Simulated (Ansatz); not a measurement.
Consider the ligand exchange at the Si–C bond: `CN[SiH2]CN` + CH₃OH → `CN[SiH2]OC` + CH₃NH₂.

Computed with Ansatz on PBE0-D4/def2-TZVP structures; ΔE is electronic, products minus reactants. CCSD(T)/CBS adds triple-zeta CCSD(T) − MP2 to the extrapolated MP2 energy (def2 sets, frozen cores). This one scheme is used for every species. DFT in def2-TZVPP. B3LYP here is the variant with VWN-RPA as its local correlation; programs differ in this. One conformer a species, not always the lowest.

Question: Is it downhill or uphill in electronic energy at CCSD(T)/CBS, and by how much? (An estimate is asked.)

Answer: Computed: Downhill: ΔE = -28.8 kcal/mol.

Question: What do these levels give: ωB97M-V, B3LYP, HF/def2-TZVPP, CCSD/def2-TZVPP, SCS-MP2/def2-QZVPP, HF/CBS(def2)? (Estimate.)

Answer: Ansatz gave: ωB97M-V -28.6, B3LYP -30.1, HF/def2-TZVPP -32.9, CCSD/def2-TZVPP -29.4, SCS-MP2/def2-QZVPP -30.1, HF/CBS(def2) -33.2 kcal/mol.

Largest T1 diagnostic among the species: 0.011.

The D4 term adds +0.8 kcal/mol with B3LYP and +0.4 kcal/mol with PBE0; it sums over pairs of atoms, weighted by their polarisabilities, and B3LYP, whose exchange is more repulsive, gets the larger term. In def2-TZVPP, CCSD(T) changes the Hartree–Fock value by +3.9 kcal/mol (the triples alone add +0.4 kcal/mol) and MP2 by +3.5 kcal/mol.
